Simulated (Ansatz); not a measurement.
**CH₃Cu, singlet: CASSCF and its corrections**

Program: Ansatz, Gaussian basis, development build. Basis cc-pVTZ, nonrelativistic, 6 orbitals frozen in the corrections. State-specific CASSCF; RHF is the lowest restricted (open-shell) Hartree–Fock solution met. Solutions may break the symmetry of the shape. The lowest solution met needn't be the lowest there is, nor hold the orbitals that a chemist would pick.

Geometry:

```xyz
5

Cu    0.0000    0.0000    0.0000
C     0.0000    0.0000    2.0691
H     1.0300    0.0000    2.4281
H    -0.5150    0.8920    2.4281
H    -0.5150   -0.8920    2.4281
```

Question: What do CASSCF and its corrections give against RHF in CAS(2,2), and what are the occupations?

Answer: CASSCF -0.520 eV, SC-NEVPT2 -30.296 eV; occupations 1.95, 0.05.

Question: Roughly how much CPU time does a whole run from the default start take (median of such runs, summed over threads; nearly all runs on one pinned thread of a shared server, mostly Xeon at 2.3 to 2.6 GHz, by a development driver)?

Answer: CAS(2,2): about 15 s. Other jobs ran beside these, and the count of passes differs.
